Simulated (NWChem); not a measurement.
CHBClNO2; SMILES ClB(N=C=O)O

```xyz
7

B      0.3634    -0.4954     0.3771
Cl    -1.1339    -1.4494     0.2882
N      0.4166     0.7820    -0.2239
C      0.2402     1.8193    -0.7932
O      0.0982     2.8379    -1.3407
O      1.4446    -0.9796     1.0114
H      1.3017    -1.8560     1.3845
```
Atoms are numbered in this order, from 1.

Computed with NWChem. Pople sets run with spherical d functions. All runs use the structure optimised with PBE0/def2-SVP. B3LYP is NWChem's, with the RPA form of VWN correlation. Atomic charges in e: unrestrained fits to the electrostatic potential beside Mulliken populations; buried atoms are poorly determined by the fit.

For level B3LYP/def2-SVP:

| Item | Result |
|---|---|
| ESP B1 | 0.55 |
| Mulliken B1 | -0.03 |
| Mulliken Cl2 | -0.12 |
| ESP N3 | -0.42 |
| Mulliken N3 | 0.05 |
| ESP C4 | 0.60 |
| Mulliken C4 | 0.08 |
| Mulliken O5 | -0.11 |

Problem. How do the values read with level Hartree-Fock/6-31G* instead?

Solution. 
| Quantity | Result |
|---|---|
| ESP B1 | 0.79 |
| Mulliken B1 | 0.69 |
| Mulliken Cl2 | -0.24 |
| ESP N3 | -0.57 |
| Mulliken N3 | -0.58 |
| ESP C4 | 0.76 |
| Mulliken C4 | 0.81 |
| Mulliken O5 | -0.48 |
